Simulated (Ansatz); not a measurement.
`N#C[Si](N)(N)Cl`, charge 0, multiplicity 1.

Task: Give a relaxed structure at PBE0-D4/def2-TZVP (Ansatz). (Estimate.)

Result: Computed: 
Cartesian coordinates in Å:
```
N -0.2104 -0.7421 -2.8725
C -0.0451 -0.5743 -1.7451
Si 0.2136 -0.2603 0.0665
N -1.3503 -0.2787 0.6935
N 0.9767 1.1894 0.4617
Cl 1.5073 -1.7401 0.6456
H -1.5236 -0.0837 1.6661
H -2.0705 -0.8471 0.2790
H 1.9793 1.2621 0.4971
H 0.5230 2.0748 0.3078
```
This is one stationary point; other conformers may exist.
